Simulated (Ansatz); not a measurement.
The same molecule with X = Ti, Zr, Hf. Ansatz, PBE0-D4/def2-TZVP geometries, multiplicity 1. Each molecule was computed in one conformer, which needn't be the lowest.

Elements past krypton have def2 core potentials. Scalar relativity is left out up to krypton.

| X | molecule | mean X–N bond length / Å | mean X–O bond length / Å | HOMO–LUMO gap (PBE0/def2-TZVPP) / eV | zero-point energy (PBE0-D4/def2-TZVP) / kJ/mol | HOMO energy (PBE/def2-TZVPP) / eV |
| --- | --- | --- | --- | --- | --- | --- |
| Zr | `[NH2][Zr]([NH2])([OH])[OH]` | 2.045 | 1.940 | 6.63 | 193.2 | -5.36 |
| Hf | `[NH2][Hf]([NH2])([OH])[OH]` | 2.045 | 1.940 | 6.80 | 192.7 | -5.32 |

Q: Give the row for X = Ti, `[NH2][Ti]([NH2])([OH])[OH]`. (Estimate.)

A: The calculation gave: 
```tsv
X	molecule	mean X–N bond length / Å	mean X–O bond length / Å	HOMO–LUMO gap (PBE0/def2-TZVPP) / eV	zero-point energy (PBE0-D4/def2-TZVP) / kJ/mol	HOMO energy (PBE/def2-TZVPP) / eV
Ti	`[NH2][Ti]([NH2])([OH])[OH]`	1.886	1.808	6.11	198.7	-5.62
```

From Ti to Hf the mean X–N bond length isn't monotonic: highest at Zr, lowest at Ti; the mean X–O bond length isn't monotonic: highest at Zr, lowest at Ti; the HOMO–LUMO gap (PBE0/def2-TZVPP) rises at each step, by 0.69 eV in all; the zero-point energy (PBE0-D4/def2-TZVP) falls at each step, by 6.0 kJ/mol in all; the HOMO energy (PBE/def2-TZVPP) rises at each step, by 0.30 eV in all.
